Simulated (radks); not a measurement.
Mn, configuration [Ne] 3s2 3p4 3d5 4s2 4f2 (not the ground configuration). All-electron calculation, Dirac Kohn-Sham, LDA (Slater exchange, Perdew-Wang correlation), spin-unpolarised, spherical densities, point nucleus; open shells fill j = l - 1/2 first. Program: a radial shooting solver on a logarithmic mesh with Libxc functionals.

Normalised radial functions P(r) = r R(r) (large component), r in bohr:

```
   r/bohr * 3p1/2 (the largest magnitude, 1.16, reaches the edge; | marks zero)
 0.005913                             *
 0.006938                             *
 0.008077                             *
 0.009403                             *
  0.01104                             |*
  0.01285                             |*
  0.01508                             |*
  0.01755                             |*
  0.02043                             |*
  0.02398                             | *
  0.02791                             | *
  0.03249                             |  *
  0.03813                             |   *
  0.04439                             |    *
  0.05168                             |     *
  0.06065                             |       *
   0.0706                             |        *
  0.08219                             |          *
  0.09646                             |           *
   0.1123                             |            *
   0.1307                             |             *
   0.1534                             |             *
   0.1786                             |            *
   0.2079                             |          *
    0.244                             |       *
    0.284                             |  *
   0.3333                          *  |
    0.388                    *        |
   0.4517             *               |
   0.5301       *                     |
   0.6171    *                        |
   0.7184  *                          |
   0.8431   *                         |
   0.9815      *                      |
    1.143          *                  |
    1.341               *             |
    1.561                    *        |
    1.817                       *     |
    2.133                          *  |
    2.483                            *|
     2.89                            *|
    3.392                             *
    3.948                             *
    4.597                             *
    5.394                             *
     6.28                             *
    7.369                             *
    8.579                             *
    9.987                             *
    11.72                             *
    13.64                             *
    15.88                             *
    18.64                             *
     21.7                             *
    25.26                             *
    29.65                             *
    34.51                             *
```

3p1/2: eigenvalue -82.944 eV, 1 radial node at r = 0.310 bohr, <r> = 0.868 bohr, 90 % of the charge inside 1.33 bohr.
